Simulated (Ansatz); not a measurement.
Program: Ansatz. Geometries: PBE0-D4/def2-TZVP. ΔE: electronic, gas phase. CBS: MP2 limit from def2 TZ/QZ plus the TZ coupled-cluster correction, frozen cores. DFT in def2-TZVPP. B3LYP here is the variant with VWN-RPA as its local correlation; programs differ in this. def2 core potentials past Kr. For Ga, In outer-core shells are correlated without core-valence functions, which leaves a few kJ/mol of doubt a bond. Scalar relativity is left out up to krypton. One conformer a species, not always the lowest.

Consider the ligand exchange at the In–O bond: `[SiH3][O][InH2]` + `[NH2][GaH][OH]` → `[OH][GaH][NH][InH2]` + silanol.

Is it downhill or uphill in electronic energy at CCSD(T)/CBS, and by how much? (An estimate is asked.)

Computed: Uphill: ΔE = +26.0 kJ/mol.

What do these levels give: revPBE-D4, B3LYP-D4, r2SCANh-D4, CAM-B3LYP-D4, BHLYP, RPA@PBE/def2-TZVPP, MP2/def2-SVP, CCSD(T)/def2-SVP, SCS-MP2/def2-TZVPP, CCSD(T)/def2-TZVPP, MP2/def2-QZVPP, MP2/CBS(def2)? (An estimate is asked.)

Ansatz gave: revPBE-D4 25.6, B3LYP-D4 30.2, r2SCANh-D4 29.5, CAM-B3LYP-D4 32.3, BHLYP 34.2, RPA@PBE/def2-TZVPP 21.8, MP2/def2-SVP 25.6, CCSD(T)/def2-SVP 26.0, SCS-MP2/def2-TZVPP 23.8, CCSD(T)/def2-TZVPP 22.9, MP2/def2-QZVPP 21.9, MP2/CBS(def2) 22.7 kJ/mol.

What do rigid-rotor, harmonic-oscillator terms from PBE0-D4/def2-TZVP frequencies (298.15 K, 1 bar) make of the CCSD(T)/CBS value? (An estimate is asked.)

The calculation gave: ΔZPE = 0.0 kJ/mol, ΔH = +25.2 kJ/mol, ΔS = -16 J/(mol·K), ΔG = +29.9 kJ/mol.

Largest T1 diagnostic among the species: 0.016.

Leaving LDA and LC-ωPBE aside and taking each functional with its dispersion term where it has one, the values, not all of them listed here, spread over 8.2 kJ/mol, from PBE-D4 to B97M-V. LDA lies −4.4 kJ/mol from PBE without D4. From BLYP to BHLYP (50 % exact exchange), in def2-TZVPP and without D4, ΔE moves by +3.5 kJ/mol.
